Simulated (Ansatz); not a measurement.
# Match the barriers

Saddle point of AlH5SeO2, singlet (AlH₃O₂ ([OH][AlH][OH]) + H₂Se → AlH₃SeO₂ ([OH][Al]([OH])[SeH]) + H₂; bonds formed: H2–H5; dative contacts that become bonds: Al1–Se6; bonds broken: Al1–H2, H5–Se6), PBE0-D4/def2-TZVP structure:

```xyz
9
angstrom
Al -0.2127 -0.0201 -0.3877
H 0.8883 -1.2300 -0.7600
O -0.2564 1.0656 -1.6889
O -1.5013 -0.5178 0.6006
H 1.5062 -0.6213 0.1181
Se 1.6262 0.6029 1.2671
H -0.7259 1.8971 -1.6708
H -2.3155 -0.8915 0.2703
H 0.9911 -0.2846 2.2513
```

Ansatz 0.2.0; basis: def2-TZVPP, with def2-QZVPP for the basis limit; cores frozen in the correlated methods. Filled d shells of the heavier atoms are correlated. The def2 sets are not built for correlating such inner shells, so the correlated values are less sure here. Extrapolation: Hartree–Fock as exp(−7.88 √X), correlation as X^−2.97. Four methods, as single points on the PBE0-D4 structures, gave these electronic barriers from the start structure: 10.56, 12.75, 15.78, 26.44 kcal/mol.

Task: The methods were, in alphabetical order, BLYP-D4, HF, MP2, r2SCAN-D4. Which gave which? (Judge from chemistry; the calculation decides.)

Result: By the calculation: r2SCAN-D4 10.56; BLYP-D4 12.75; MP2 15.78; HF 26.44 kcal/mol. For comparison, CCSD(T) at an estimated basis limit (MP2 extrapolated from triple and quadruple zeta, plus CCSD(T) − MP2 in triple zeta) gives 16.30 kcal/mol.

The T1 diagnostic stays at or below 0.012.

Exchanges of this kind with a chalcogen hydride build sulfide and selenide films.

Labels in which every atom is bracketed show which atoms are joined, not bond orders.

For scale, one of the runs: CCSD(T)/def2-TZVPP, 222 basis functions, launched by `ansatz run in.yaml --threads 4 --pin off --events-out ev --progress --plain --max-ram 9574MiB`. Hardware: 4 CPU threads of an Arm Neoverse V2, shared host. Wall time 98 s; peak host memory 3.5 GiB.
